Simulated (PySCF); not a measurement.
Zn²⁵⁺ (zinc, charge +25) across methods

[He] 2s2 2p1, 2P determinant. All numbers are calculated (PySCF 2.14, scalar relativity by spin-free X2C-1e, in an even-tempered Gaussian basis (19 s from 6 bohr⁻², ratio 2.2; 11 p from 7.8 bohr⁻², ratio 2.2; 6 d from 33 bohr⁻², ratio 2.4; 5 f from 49 bohr⁻², ratio 2.4; 4 g from 73 bohr⁻², ratio 2.4)).

| method | E (hartree) | mean ε 2s α (eV) | mean ε 2s β (eV) | mean ε 2p α (eV) | Σ⟨r²⟩ (bohr²) | ⟨S²⟩ |
| --- | --- | --- | --- | --- | --- | --- |
| LDA | -1180.412 | -2506.6 | -2493.8 | -2412.8 | 0.1483 | 0.750 |
| M06-L | -1183.281 | -2513.2 | -2501.4 | -2423.5 | 0.1478 | 0.750 |
| PBE0 | -1183.104 | -2523.4 | -2508.4 | -2432.5 | 0.1480 | 0.750 |
| PBE | -1183.070 | -2509.9 | -2497.6 | -2417.3 | 0.1481 | 0.750 |
| PW91 | -1183.217 | -2510.4 | -2498.1 | -2418.1 | 0.1481 | 0.750 |
| UHF | -1183.07156 | -2562.7 | -2539.2 | -2477.3 | 0.1480 | 0.750 |
| r2SCAN | -1183.171 | -2514.5 | -2500.1 | -2424.0 | 0.1480 | 0.750 |
